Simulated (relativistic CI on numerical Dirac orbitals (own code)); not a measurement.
**Er23+: sensitivity of the levels to the model**

Base calculation: Dirac-Coulomb-Breit CI, separate exchange-only KLI orbitals for each configuration, a model potential for QED, unscaled Slater integrals.

CI space (outside the closed core [Ar] 3d10): 4s²4p⁶4d⁹, 4s²4p⁵4d¹⁰, 4s²4p⁶4d⁸4f, 4s4p⁶4d¹⁰, 4s²4p⁵4d⁹4f, 4s²4p⁶4d⁸5s, 4s4p⁶4d⁹4f, 4s²4p⁶4d⁸5p, 4s²4p⁶4d⁷4f5s, 4s²4p⁶4d⁸5d, 4s²4p⁵4d⁹5s, 4s²4p⁶4d⁷5s5p, 4s²4p⁶4d⁸5f, 4s²4p⁵4d⁹5p, 4s²4p⁶4d⁸6s, 4s²4p⁶4d⁸5g, 4s²4p⁶4d⁸6p, 4s4p⁶4d⁸4f5s, 4s²4p⁵4d⁹5d, 4s²4p⁶4d⁸6d, 4s4p⁶4d⁹5s, 4p⁶4d¹⁰4f, 4s²4p⁶4d⁷5s², 4s²4p⁶4d⁶4f5s², 4s²4p⁵4d⁷4f5s², 4s4p⁶4d⁷4f5s², 4p⁶4d⁹4f², 4p⁵4d¹⁰4f², 4p⁶4d⁸4f³, 4p⁵4d⁹4f³, 4p⁶4d⁸4f²5s. Double excitations out of closed p, d and f shells are left out; levels of such configurations are missing from the list, as are those of other unlisted configurations, and high levels can miss mixing partners. These lack a partner that the ground configuration has and come out too high: 4s²4p⁶4d⁸5p, 4s²4p⁶4d⁸5d, 4s²4p⁵4d⁹5s, 4s²4p⁶4d⁸5f, 4s²4p⁵4d⁹5p.

The lowest level and the first level of each name with at least 55 % of one term (blank where a level has no safe partner in the second run):

```tsv
Level	Base (cm⁻¹)	Shift (cm⁻¹)
4s²4p⁶4d⁹ ²D5/2	0	0
4s²4p⁶4d⁹ ²D3/2	80456	+1794
4s²4p⁵4d¹⁰ ²P°3/2	1199461	+4177
4s²4p⁶4d⁸4f ⁴F°7/2	1302327	+2244
4s²4p⁶4d⁸4f ⁴F°9/2	1316596	+2938
4s²4p⁶4d⁸4f ⁴I°15/2	1332496	+3643
4s²4p⁶4d⁸4f ⁴H°13/2	1345219	+3384
4s²4p⁶4d⁸4f ⁴G°7/2	1385602	+3116
4s²4p⁶4d⁸4f ²K°13/2	1424984	+4752
4s²4p⁶4d⁸4f ²K°15/2	1436534	+5664
4s²4p⁶4d⁸4f ⁴D°5/2	1468340	+3961
4s²4p⁶4d⁸4f ²I°11/2	1480264	+4324
```

At this charge energies of transitions that change n are usually good to better than 1 %, and those within a shell (Δn = 0) to a few per cent.

Problem. One thing was changed in a second run, which moved the levels as shown. Which?
A. QED terms removed
B. Breit term removed
C. non-relativistic limit
D. valence Slater integrals scaled by 0.9
E. configuration mixing switched off

Solution. B. Breit term removed. The Breit term mainly narrows fine-structure intervals, so removing it widens them.

LS names give the leading component of a level, which can be under half, so a name can repeat, a term be missing and a line seem to break the LS rules.
